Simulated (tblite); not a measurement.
Compound: C4H11FN2Si.
SMILES with atom numbers: `[CH2:1]=[CH:2][CH2:3][CH2:4][NH:5][Si@@H:6]([NH2:7])[F:8]` (hydrogens: H9, H10 on C1; H11 on C2; H12, H13 on C3; H14, H15 on C4; H16 on N5; H17 on Si6; H18, H19 on N7)

Computed geometry: GFN2-xTB, gas phase.

Question: What internal coordinates does the optimisation give?

Answer: 
| bond | length (pm) |
| --- | --- |
| C1=C2 | 132.0 |
| C2–C3 | 149.4 |
| C3–C4 | 153.5 |
| C4–N5 | 144.4 |
| N5–Si6 | 170.8 |
| Si6–N7 | 171.3 |
| Si6–F8 | 162.0 |
| C1–H9 | 107.7 |
| C1–H10 | 107.8 |
| C2–H11 | 108.2 |
| C3–H12 | 109.3 |
| C3–H13 | 109.2 |
| C4–H14 | 110.0 |
| C4–H15 | 109.1 |
| N5–H16 | 100.8 |
| Si6–H17 | 145.4 |
| N7–H18, N7–H19 | 100.6 |

Bonds in one row agree within 1 pm and their mean is given. A selection of angles:
| angle | degrees |
| --- | --- |
| C1–C2–C3 | 124.6 |
| C2–C3–C4 | 110.9 |
| C3–C4–N5 | 110.9 |
| C4–N5–Si6 | 124.1 |
| N5–Si6–N7 | 105.5 |
| N5–Si6–F8 | 104.1 |
| N7–Si6–F8 | 115.4 |
| H16–N5–C4 | 112.0 |
| H16–N5–Si6 | 117.8 |
| H18–N7–Si6 | 118.4 |
| H19–N7–Si6 | 119.4 |

Dihedral angles: C1–C2–C3–C4 -116° (anticlinal); C2–C3–C4–N5 -177° (antiperiplanar); C3–C4–N5–Si6 147° (anticlinal); C4–N5–Si6–N7 -169° (antiperiplanar).

N7 (silicon-bound nitrogen) has angles 119.4°, 118.4° and 110.3°, sum 348.1°, 0.24 Å off the plane of its three neighbours. Si6 (fluorine-bound silicon) is distorted tetrahedral (angles from 103.1° to 120.7°). The 3 C–C bonds span 1.320 Å (C1=C2, drawn double) to 1.535 Å (C3–C4, drawn single), a spread of 0.215 Å. Of the pairs four or more bonds apart, F8···H15 is among the closest relative to their van der Waals radii: 2.60 Å, 97 % of the sum of Bondi's values. N5 (silicon-bound nitrogen) has angles 124.1°, 117.8° and 112.0°, sum 353.8°, 0.19 Å off the plane of its three neighbours.

Point group: C1 (no symmetry element, even within 0.4 Å). Its GFN2-xTB frequencies are all real (lowest 38 cm⁻¹). One conformer, not necessarily the lowest (C1–C2–C3–C4 -116°, C2–C3–C4–N5 -177°, C3–C4–N5–Si6 147°, C4–N5–Si6–N7 -169°, N5–Si6–N7–H 179° and 40°).

The run took 0.89 s wall on Arm Neoverse V1, one thread, no GPU, shared host with 32 logical CPUs at a one-minute load of 19. This is the geometry optimisation.
